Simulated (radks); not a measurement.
Charge is removed step by step from the 2s level of N2+, starting from [He] 2s2 2p1. Calculated with a radial shooting solver on a logarithmic mesh with Libxc functionals: scalar-relativistic Kohn-Sham, PBE, spin-unpolarised, spherical densities, finite nucleus; Fermi nuclear charge, rms radius 2.5582 fm.

| removed (e) | E - E(0) (eV) | eigenvalue (eV) | E minus straight line (eV) |
|---|---|---|---|
| 0 | 0.000 | -49.160 | 0.000 |
| 0.25 | 12.843 | -53.600 | -1.698 |
| 0.5 | 26.806 | -58.119 | -2.277 |
| 0.75 | 41.908 | -62.709 | -1.716 |
| 1 | 58.165 | -67.359 | 0.000 |

Removing the whole electron costs 58.165 eV by Delta-SCF, against 49.160 eV from minus the eigenvalue at the starting occupation. Slater's transition state (half an electron removed) gives 58.119 eV. Integrating minus the eigenvalue over the occupation (Janak's theorem) gives 58.166 eV. In this scalar-relativistic scheme the density is built from large components alone, so the theorem holds only approximately. The mean slope of the eigenvalue, de/dn, is 18.2 eV per electron.
